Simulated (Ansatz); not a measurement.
Abridged output of a molecular run in Ansatz:

```
Functional definition: HF
808 factors; integrals over basis functions are off by at most 8.9e-4 eV
mean field evaluation 1: about -71108.4078 eV, gradient 2.0e1 eV
mean field evaluation 2: about -71108.4952 eV, gradient 2.0e1 eV
mean field evaluation 4: about -71110.2136 eV, gradient 1.8e0 eV
mean field evaluation 8: about -71110.2344 eV, gradient 1.5e-1 eV
mean field -71110.23460019 eV, -2613.2529213086 hartree, gradient 5.4e-6 eV, S^2 0.000000; 0 other end points of the search recorded, 0 dependent functions left out
13 core orbitals not correlated: weight in the atoms' cores, before any rotation towards them, 1.000 or more for the frozen orbitals, at most 0.000 for the correlated occupied ones
reference -71110.23460019 eV, -2613.2529213086 hartree; 15, 15 occupied and 70, 70 virtual orbitals, 808 factors
second order -15.36044420 eV of doubles, -0.00000000 eV of singles
cycle   1  -14.57266393 eV  change    7.9e-1 eV  update   1.3e-1
cycle   2  -14.99177037 eV  change   -4.2e-1 eV  update   5.1e-2
cycle   3  -15.11906307 eV  change   -1.3e-1 eV  update   3.1e-2
cycle   4  -15.09240147 eV  change    2.7e-2 eV  update   1.2e-2
cycle   5  -15.08985804 eV  change    2.5e-3 eV  update   4.8e-3
cycle   6  -15.09208475 eV  change   -2.2e-3 eV  update   1.2e-3
cycle   7  -15.09133024 eV  change    7.5e-4 eV  update   3.5e-4
cycle   8  -15.09144393 eV  change   -1.1e-4 eV  update   9.7e-5
cycle   9  -15.09143958 eV  change    4.4e-6 eV  update   2.5e-5
perturbative correction -0.65836390 eV, -0.0241944272 hartree
Total energy: -71125.98440367 eV, -2613.8317159110 hartree
```

Its atoms:

Z-matrix (Å, degrees):
```
Se
Sn 1 2.325
```

Problem. Which basis set was used?
A. def2-TZVPPD
B. def2-TZVPP
C. def2-SVP
D. cc-pV(D+d)Z

Solution. B. It gives 98 functions.

Problem. Write the keys of the input that set method, charge and spin (a neutral closed shell needs none for the last two).

Solution. 
```yaml
correlation: {method: ccsd_t}
```
